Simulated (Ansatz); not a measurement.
Gas-phase electronic energies from Ansatz, PBE0-D4/def2-TZVP geometries. CBS: MP2 limit from def2 TZ/QZ plus the TZ coupled-cluster correction, frozen cores. DFT in def2-TZVPP. def2 core potentials past Kr. For In outer-core shells are correlated without core-valence functions, which leaves a few kJ/mol of doubt a bond. One conformer a species, not always the lowest.

Consider the substitution at a C–In bond: `[CH3][In]([NH2])[OH]` + `N=C=C=O` → `CN=C=C=O` + `[NH2][InH][OH]`.

| level | ΔE (eV) |
| --- | --- |
| r2SCAN0-D4 | 0.32 |
| LC-ωPBE | 0.33 |
| MP2/def2-TZVPP | 0.45 |
| CCSD/def2-TZVPP | 0.43 |

**Question.** What does CCSD(T)/CBS give? (Estimate.)

**Answer.** Ansatz gave: +0.45 eV. The listed levels differ from it by -0.13, -0.12, 0.00, -0.02 eV.

**Question.** What do rigid-rotor, harmonic-oscillator terms from PBE0-D4/def2-TZVP frequencies (298.15 K, 1 bar) make of the CCSD(T)/CBS value? (Best estimate.)

**Answer.** Ansatz gave: ΔZPE = -0.03 eV, ΔH = +0.40 eV, ΔS = -24 J/(mol·K), ΔG = +0.47 eV. Modes under 50 cm⁻¹ make the entropy rough.

Largest T1 diagnostic among the species: 0.019.

Leaving LDA and LC-ωPBE aside and taking each functional with its dispersion term where it has one, the values, not all of them listed here, spread over 0.13 eV, from B97M-V to ωB97M-V. LDA lies −0.13 eV from PBE without D4. At CCSD(T), def2-SVP lies −0.15 eV from the extrapolated value and def2-TZVPP −0.02 eV. In def2-TZVPP, CCSD(T) changes the Hartree–Fock value by +0.16 eV (the triples alone add +0.01 eV) and MP2 by +0.18 eV.
